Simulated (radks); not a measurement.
The numbers below are computed, except where a source is named.
Problem. Level of theory: scalar-relativistic Kohn-Sham, LDA (Slater exchange, Perdew-Wang correlation), spin-unpolarised, spherical densities, finite nucleus; Fermi nuclear charge, rms radius of each element as measured or else 0.836 A^(1/3) + 0.57 fm (a radial shooting solver on a logarithmic mesh with Libxc functionals). Response by self-consistent Sternheimer equations with the Hartree and adiabatic LDA kernel, the relativistic mass of each level held fixed and spin-orbit coupling left out. For heavy and open-shell atoms this level of theory can miss by tens of per cent. Estimate the static dipole polarisabilities of Tc ([Kr] 4d5 5s2) and Mn ([Ar] 3d5 4s2) and the C6 coefficients of the three pairs.

Solution. alpha = 69.79 and 60.48 bohr^3; C6 = 791.3 (Tc-Tc), 662.7 (Tc-Mn), 556.6 (Mn-Mn) hartree bohr^6.
